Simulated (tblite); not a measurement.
Record of a relaxation.

Compound: C₇H₅F₂O (doublet state).
SMILES with atom numbers: `[F:1][CH:2]([F:3])[O:4][c:5]1[cH:6][c:7][cH:8][cH:9][cH:10]1` (hydrogens: H11 on C2; H12 on C6; H13 on C8; H14 on C9; H15 on C10)
Bond orders are those of one Lewis drawing.

Computed with GFN2-xTB (tblite), gas phase: L-BFGS steps from a force-field or distance-geometry start until the largest atomic force falls under 0.01 eV/Å. 12 of its 46 geometries are shown.

Step 0: E = -842.3751 eV, largest atomic force 2.264 eV/Å
```
atom  x, y, z in Å  |  force x, y, z in eV/Å
F1      3.750   -0.291   -0.044   -1.034   0.297   0.330
C2      2.540    0.121    0.446   -0.186  -0.365  -1.656
F3      2.634    1.458    0.610    0.101  -0.318   0.130
O4      1.557   -0.180   -0.523    1.662   0.383   1.489
C5      0.255   -0.048   -0.115   -0.973  -0.312  -0.518
C6     -0.197    0.657    0.994   -0.530   0.541   0.918
C7     -1.556    0.729    1.274    0.631  -1.101  -1.688
C8     -2.475    0.105    0.451   -0.482   0.450   0.788
C9     -2.038   -0.594   -0.678    0.336   0.205   0.130
C10    -0.682   -0.661   -0.958   -0.261  -0.023   0.045
H11     2.376   -0.379    1.418   -0.041   0.178  -0.086
H12     0.477    1.189    1.660    0.028  -0.150  -0.199
H13    -3.546    0.165    0.687    0.513  -0.075  -0.193
H14    -2.756   -1.075   -1.341    0.173   0.165   0.262
H15    -0.343   -1.189   -1.844    0.064   0.124   0.246
```

Step 4: E = -842.5606 eV, largest atomic force 0.154 eV/Å
```
atom  x, y, z in Å  |  force x, y, z in eV/Å
F1      3.718   -0.287   -0.045   -0.089  -0.058  -0.112
C2      2.529    0.111    0.423   -0.024   0.111  -0.040
F3      2.644    1.452    0.620    0.064   0.022   0.070
O4      1.578   -0.174   -0.488    0.029  -0.037  -0.054
C5      0.242   -0.049   -0.119   -0.001  -0.031  -0.022
C6     -0.194    0.661    1.001    0.027  -0.006   0.009
C7     -1.539    0.695    1.224    0.016  -0.002   0.032
C8     -2.491    0.104    0.453   -0.001   0.004   0.008
C9     -2.038   -0.584   -0.671    0.065  -0.006  -0.055
C10    -0.688   -0.659   -0.955    0.033   0.010   0.000
H11     2.375   -0.363    1.408   -0.049   0.028   0.141
H12     0.485    1.185    1.656    0.052  -0.024  -0.023
H13    -3.540    0.163    0.683   -0.080  -0.003   0.007
H14    -2.747   -1.064   -1.324   -0.071  -0.025  -0.037
H15    -0.339   -1.184   -1.831    0.030   0.017   0.076
```

Step 8: E = -842.5656 eV, largest atomic force 0.095 eV/Å
```
atom  x, y, z in Å  |  force x, y, z in eV/Å
F1      3.703   -0.294   -0.060    0.007  -0.024   0.003
C2      2.525    0.117    0.425    0.012  -0.020   0.021
F3      2.654    1.456    0.629    0.025  -0.016  -0.021
O4      1.579   -0.174   -0.488   -0.050   0.070   0.041
C5      0.244   -0.051   -0.120   -0.036   0.012   0.005
C6     -0.190    0.659    1.001   -0.017  -0.006   0.009
C7     -1.536    0.691    1.223   -0.011  -0.001   0.022
C8     -2.492    0.104    0.452    0.017  -0.001  -0.007
C9     -2.038   -0.583   -0.675   -0.014  -0.001   0.010
C10    -0.687   -0.658   -0.954   -0.028  -0.015  -0.008
H11     2.369   -0.352    1.418    0.000   0.039  -0.029
H12     0.494    1.181    1.652    0.007  -0.019  -0.009
H13    -3.545    0.162    0.682    0.046  -0.003  -0.011
H14    -2.752   -1.065   -1.326    0.015   0.011  -0.007
H15    -0.332   -1.184   -1.824    0.028  -0.028  -0.021
```

Step 12: E = -842.5673 eV, largest atomic force 0.051 eV/Å
```
atom  x, y, z in Å  |  force x, y, z in eV/Å
F1      3.696   -0.303   -0.066   -0.017  -0.021   0.029
C2      2.524    0.119    0.426   -0.017   0.022  -0.020
F3      2.666    1.456    0.628    0.041   0.022  -0.022
O4      1.572   -0.162   -0.484    0.014   0.005  -0.035
C5      0.238   -0.049   -0.119    0.014   0.005   0.010
C6     -0.193    0.657    1.004   -0.012   0.003   0.010
C7     -1.538    0.689    1.229   -0.004  -0.009  -0.002
C8     -2.489    0.103    0.451   -0.015  -0.016  -0.007
C9     -2.039   -0.584   -0.677    0.025  -0.005  -0.006
C10    -0.689   -0.661   -0.956    0.016   0.000   0.009
H11     2.366   -0.343    1.421    0.006  -0.020   0.002
H12     0.498    1.176    1.649   -0.007   0.001   0.018
H13    -3.540    0.161    0.680   -0.022   0.003   0.001
H14    -2.753   -1.063   -1.329   -0.005   0.007   0.001
H15    -0.324   -1.189   -1.823   -0.016   0.003   0.013
```

Step 16: E = -842.5684 eV, largest atomic force 0.055 eV/Å
```
atom  x, y, z in Å  |  force x, y, z in eV/Å
F1      3.690   -0.316   -0.062    0.032  -0.022  -0.015
C2      2.522    0.124    0.424    0.041  -0.014   0.010
F3      2.684    1.460    0.621   -0.001  -0.016  -0.010
O4      1.570   -0.149   -0.488    0.015   0.018   0.016
C5      0.236   -0.047   -0.116    0.014   0.005  -0.009
C6     -0.197    0.656    1.009    0.008  -0.012  -0.011
C7     -1.542    0.685    1.231    0.021  -0.006   0.002
C8     -2.490    0.100    0.450   -0.015   0.007   0.015
C9     -2.037   -0.585   -0.678   -0.024   0.003   0.016
C10    -0.686   -0.662   -0.954   -0.025   0.007   0.007
H11     2.365   -0.339    1.419   -0.040   0.034  -0.017
H12     0.498    1.172    1.652   -0.029   0.009   0.021
H13    -3.542    0.161    0.678   -0.008  -0.010  -0.015
H14    -2.753   -1.060   -1.331    0.010  -0.011  -0.011
H15    -0.323   -1.192   -1.820    0.003   0.007   0.001
```

Step 20: E = -842.5697 eV, largest atomic force 0.039 eV/Å
```
atom  x, y, z in Å  |  force x, y, z in eV/Å
F1      3.688   -0.339   -0.059    0.005   0.006   0.005
C2      2.528    0.128    0.420   -0.017  -0.010  -0.023
F3      2.712    1.462    0.608    0.020  -0.020   0.007
O4      1.571   -0.129   -0.492   -0.017  -0.029  -0.020
C5      0.238   -0.042   -0.115   -0.014   0.005   0.004
C6     -0.199    0.653    1.013   -0.011   0.003   0.008
C7     -1.545    0.677    1.235   -0.006   0.000   0.006
C8     -2.494    0.097    0.452    0.006  -0.003  -0.009
C9     -2.038   -0.587   -0.676    0.022   0.000  -0.009
C10    -0.686   -0.662   -0.950    0.010   0.011  -0.009
H11     2.352   -0.325    1.416   -0.009   0.024   0.017
H12     0.490    1.169    1.663   -0.009   0.006   0.001
H13    -3.548    0.158    0.672    0.009  -0.001   0.010
H14    -2.751   -1.059   -1.336    0.017  -0.009   0.016
H15    -0.321   -1.193   -1.814   -0.005   0.018  -0.003
```

Step 25: E = -842.5702 eV, largest atomic force 0.024 eV/Å
```
atom  x, y, z in Å  |  force x, y, z in eV/Å
F1      3.686   -0.348   -0.058   -0.001  -0.023   0.001
C2      2.527    0.128    0.417    0.008   0.010   0.013
F3      2.725    1.460    0.603   -0.013   0.007  -0.017
O4      1.570   -0.127   -0.495   -0.009   0.007   0.021
C5      0.237   -0.040   -0.114   -0.007   0.001  -0.005
C6     -0.201    0.652    1.016    0.011   0.003  -0.007
C7     -1.547    0.674    1.238    0.012   0.002  -0.009
C8     -2.495    0.095    0.452    0.003  -0.001   0.005
C9     -2.036   -0.587   -0.676   -0.001  -0.002  -0.001
C10    -0.685   -0.659   -0.950   -0.006   0.004  -0.006
H11     2.345   -0.315    1.416   -0.003  -0.010   0.005
H12     0.486    1.170    1.667    0.002   0.003  -0.001
H13    -3.548    0.156    0.672   -0.003  -0.009   0.005
H14    -2.748   -1.062   -1.335    0.002  -0.009   0.003
H15    -0.320   -1.189   -1.815    0.006   0.018  -0.007
```

Step 29: E = -842.5707 eV, largest atomic force 0.025 eV/Å
```
atom  x, y, z in Å  |  force x, y, z in eV/Å
F1      3.679   -0.367   -0.053    0.013  -0.004   0.015
C2      2.527    0.128    0.417   -0.004  -0.009  -0.007
F3      2.737    1.460    0.589   -0.001  -0.007   0.004
O4      1.568   -0.124   -0.494   -0.001   0.006  -0.019
C5      0.236   -0.035   -0.114   -0.005   0.003  -0.006
C6     -0.202    0.654    1.018    0.000   0.005  -0.005
C7     -1.548    0.672    1.239    0.000   0.004  -0.010
C8     -2.494    0.091    0.453   -0.001  -0.006   0.000
C9     -2.035   -0.588   -0.677   -0.003  -0.011   0.004
C10    -0.684   -0.653   -0.953   -0.006   0.002   0.004
H11     2.337   -0.307    1.418    0.012   0.010   0.020
H12     0.482    1.173    1.672    0.011  -0.004  -0.012
H13    -3.548    0.149    0.675   -0.002  -0.015   0.002
H14    -2.743   -1.071   -1.333   -0.010   0.011   0.000
H15    -0.317   -1.176   -1.821   -0.002   0.015   0.009
```

Step 33: E = -842.5710 eV, largest atomic force 0.018 eV/Å
```
atom  x, y, z in Å  |  force x, y, z in eV/Å
F1      3.678   -0.376   -0.048   -0.006   0.003   0.008
C2      2.526    0.126    0.417    0.005   0.004   0.007
F3      2.740    1.458    0.584    0.010  -0.002   0.004
O4      1.568   -0.123   -0.495    0.009  -0.008   0.012
C5      0.236   -0.032   -0.115    0.007   0.001  -0.002
C6     -0.202    0.657    1.017   -0.003   0.003  -0.005
C7     -1.548    0.673    1.238   -0.003   0.002   0.006
C8     -2.495    0.089    0.454   -0.002  -0.003   0.006
C9     -2.035   -0.590   -0.676   -0.002   0.006   0.000
C10    -0.685   -0.649   -0.954    0.003  -0.001  -0.004
H11     2.336   -0.302    1.422   -0.007   0.004  -0.016
H12     0.483    1.173    1.671    0.002   0.002  -0.008
H13    -3.548    0.143    0.677   -0.002  -0.009   0.006
H14    -2.744   -1.073   -1.332   -0.007   0.006  -0.002
H15    -0.315   -1.167   -1.824   -0.003  -0.010  -0.012
```

Step 37: E = -842.5712 eV, largest atomic force 0.028 eV/Å
```
atom  x, y, z in Å  |  force x, y, z in eV/Å
F1      3.675   -0.388   -0.041    0.011  -0.002  -0.003
C2      2.527    0.127    0.418   -0.004   0.000   0.000
F3      2.754    1.458    0.577    0.001   0.009  -0.001
O4      1.569   -0.120   -0.495   -0.007   0.006  -0.008
C5      0.236   -0.029   -0.116   -0.008  -0.009  -0.004
C6     -0.204    0.659    1.016    0.004  -0.003  -0.005
C7     -1.550    0.672    1.239    0.008  -0.008  -0.004
C8     -2.495    0.085    0.456    0.005   0.000  -0.002
C9     -2.035   -0.590   -0.676    0.005   0.006  -0.003
C10    -0.685   -0.646   -0.955   -0.003   0.001  -0.006
H11     2.330   -0.293    1.423   -0.009  -0.009   0.025
H12     0.483    1.174    1.669   -0.007   0.010  -0.006
H13    -3.549    0.134    0.680    0.006  -0.006   0.008
H14    -2.745   -1.073   -1.332    0.008   0.009   0.004
H15    -0.315   -1.162   -1.827   -0.011  -0.003   0.005
```

Step 41: E = -842.5714 eV, largest atomic force 0.017 eV/Å
```
atom  x, y, z in Å  |  force x, y, z in eV/Å
F1      3.677   -0.389   -0.035   -0.016  -0.002   0.006
C2      2.526    0.126    0.421   -0.003  -0.003   0.002
F3      2.753    1.458    0.578   -0.010  -0.011   0.001
O4      1.570   -0.123   -0.494    0.006   0.008  -0.003
C5      0.236   -0.029   -0.119    0.009   0.005   0.000
C6     -0.203    0.661    1.012    0.004  -0.004   0.004
C7     -1.548    0.673    1.238    0.003  -0.005   0.005
C8     -2.494    0.083    0.458    0.003   0.000   0.000
C9     -2.036   -0.588   -0.677   -0.002   0.000  -0.002
C10    -0.685   -0.644   -0.959    0.004   0.000   0.004
H11     2.327   -0.293    1.427    0.001   0.007  -0.010
H12     0.484    1.179    1.662    0.000   0.010  -0.002
H13    -3.547    0.126    0.687    0.006   0.002   0.006
H14    -2.746   -1.069   -1.331    0.000  -0.002  -0.011
H15    -0.319   -1.160   -1.832   -0.003  -0.005  -0.001
```

Step 45: E = -842.5715 eV, largest atomic force 0.010 eV/Å
```
atom  x, y, z in Å  |  force x, y, z in eV/Å
F1      3.672   -0.400   -0.029    0.006  -0.005   0.002
C2      2.526    0.126    0.421   -0.001   0.002  -0.006
F3      2.762    1.456    0.573   -0.003   0.007   0.006
O4      1.570   -0.118   -0.495   -0.005  -0.006  -0.004
C5      0.236   -0.027   -0.121   -0.006   0.002  -0.001
C6     -0.203    0.661    1.011    0.002   0.006  -0.001
C7     -1.548    0.669    1.240    0.002  -0.003   0.001
C8     -2.494    0.079    0.460    0.001  -0.005   0.004
C9     -2.035   -0.587   -0.678    0.001  -0.004   0.002
C10    -0.685   -0.642   -0.960   -0.002  -0.002   0.000
H11     2.321   -0.286    1.429   -0.008  -0.004  -0.003
H12     0.483    1.183    1.660    0.005   0.003   0.000
H13    -3.545    0.118    0.692   -0.001   0.004   0.001
H14    -2.746   -1.068   -1.333    0.004   0.003  -0.003
H15    -0.320   -1.158   -1.834    0.006   0.002   0.003
```

**Question.** Summarise the path.

**Answer.** The energy falls by 4.53 kcal/mol from step 0 to step 45; nine tenths of that is first reached at step 3. It falls at every step. The largest force goes from 2.264 to 0.010 eV/Å. Among the bonds C2–O4 changes most, from 1.413 to 1.346 Å; the atoms move by 0.066 Å rms after alignment.

**Question.** Follow the three bonds and two angles with the largest change from start to end.

**Answer.** 
| step | E above end (kcal/mol) | largest force (eV/Å) | C2–O4 (Å) | F1–C2 (Å) | C6–C7 (Å) | C6–C7–C8 (°) | C7–C6–H12 (°) |
| --- | --- | --- | --- | --- | --- | --- | --- |
| 0 | 4.53 | 2.264 | 1.413 | 1.368 | 1.390 | 120.5 | 117.2 |
| 2 | 0.56 | 0.333 | 1.344 | 1.339 | 1.364 | 124.7 | 120.2 |
| 4 | 0.25 | 0.154 | 1.348 | 1.339 | 1.363 | 126.0 | 120.6 |
| 6 | 0.17 | 0.084 | 1.348 | 1.339 | 1.364 | 126.3 | 120.9 |
| 8 | 0.14 | 0.095 | 1.347 | 1.338 | 1.364 | 126.2 | 121.1 |
| 10 | 0.11 | 0.075 | 1.347 | 1.338 | 1.364 | 126.0 | 121.3 |
| 12 | 0.10 | 0.051 | 1.347 | 1.339 | 1.364 | 125.8 | 121.5 |
| 14 | 0.09 | 0.057 | 1.347 | 1.339 | 1.364 | 125.8 | 121.8 |
| 16 | 0.07 | 0.055 | 1.346 | 1.339 | 1.364 | 125.8 | 121.9 |
| 18 | 0.05 | 0.058 | 1.346 | 1.338 | 1.364 | 125.9 | 121.8 |
| 20 | 0.04 | 0.039 | 1.347 | 1.339 | 1.364 | 126.0 | 121.6 |
| 22 | 0.03 | 0.029 | 1.347 | 1.340 | 1.364 | 126.0 | 121.5 |
| 23 | 0.03 | 0.027 | 1.347 | 1.340 | 1.364 | 125.9 | 121.5 |
| 25 | 0.03 | 0.024 | 1.346 | 1.339 | 1.364 | 125.9 | 121.5 |
| 27 | 0.02 | 0.034 | 1.346 | 1.339 | 1.364 | 125.9 | 121.4 |
| 29 | 0.02 | 0.025 | 1.346 | 1.339 | 1.364 | 125.9 | 121.4 |
| 31 | 0.01 | 0.021 | 1.346 | 1.340 | 1.364 | 126.0 | 121.4 |
| 33 | 0.01 | 0.018 | 1.346 | 1.340 | 1.364 | 126.0 | 121.5 |
| 35 | 0.01 | 0.015 | 1.346 | 1.340 | 1.364 | 126.0 | 121.6 |
| 37 | 0.01 | 0.028 | 1.346 | 1.340 | 1.364 | 125.9 | 121.6 |
| 39 | 0.00 | 0.020 | 1.346 | 1.340 | 1.364 | 125.9 | 121.6 |
| 41 | 0.00 | 0.017 | 1.347 | 1.340 | 1.364 | 125.9 | 121.6 |
| 43 | 0.00 | 0.018 | 1.346 | 1.340 | 1.364 | 125.9 | 121.5 |
| 45 | 0.00 | 0.010 | 1.346 | 1.340 | 1.364 | 125.9 | 121.5 |

What follows is the cost of the whole relaxation. The run took 0.24 s of wall time on Arm Neoverse V2, one thread, shared host.
